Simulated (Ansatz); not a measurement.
Geometry optimisation, Ansatz, RKS PBE-D4/6-31G*.

Input:

```yaml
crystal:
  periodic: [false, false, false]
  atoms:
    - { symbol: Al, position_ang: [0.05609, 0.602612, -0.280519] }
    - { symbol: O, position_ang: [-0.09829, -0.241152, 2.557871] }
    - { symbol: H, position_ang: [-1.038126, -0.520109, 2.582909] }
    - { symbol: "N", position_ang: [1.657434, 0.153527, -0.937205] }
    - { symbol: H, position_ang: [1.828785, -0.729468, -1.417866] }
    - { symbol: H, position_ang: [2.541509, 0.613386, -0.724479] }
    - { symbol: H, position_ang: [-1.270199, -0.156458, -0.724216] }
    - { symbol: S, position_ang: [-0.179918, 2.596565, 0.745114] }
    - { symbol: H, position_ang: [1.159309, 2.801268, 0.881146] }
    - { symbol: H, position_ang: [-0.169394, 0.751928, 2.578145] }
basis:
  gaussian: { orbitals: "6-31G*" }
hamiltonian:
  xc: pbe
  dispersion: d4
relax:
  f_tol: 0.03
  max_steps: 50
```

Launched with:

```bash
$ ansatz run input.yaml --threads 1 --pin off --max-ram 2048MiB --backend cpu --events-out ev --progress --plain --runs-dir out
```

**Question.** Where does it end, and by what steps?

**Answer.** It converged. After 7 steps the energy has fallen by 0.468 eV; O2 moved furthest, 0.55 Å. Joined: Al1–O2 (2.97 → 2.07 Å).

```tsv
step	energy less start (eV)	largest force component (eV/Å)	accepted
0	0.0000	0.539	yes
1	-0.0946	1.048	yes
2	-0.2930	0.941	yes
3	-0.4256	0.385	yes
4	-0.4584	0.347	yes
5	-0.4663	0.117	yes
6	-0.4679	0.038	yes
7	-0.4682	0.027	yes
```

```xyz
10
Properties=species:S:1:pos:R:3
Al 0.038 0.523 0.070
O -0.044 -0.161 2.018
H -0.904 -0.614 2.156
N 1.604 0.086 -0.694
H 1.726 -0.739 -1.279
H 2.479 0.602 -0.626
H -1.317 -0.177 -0.425
S -0.148 2.663 0.836
H 1.178 2.960 0.752
H -0.125 0.729 2.453
```

Whether the end is a true minimum wasn't checked by a vibrational analysis.

Run time: 28 s on 1 thread of Arm Neoverse V1 (shared host), peak memory 0.14 GiB.
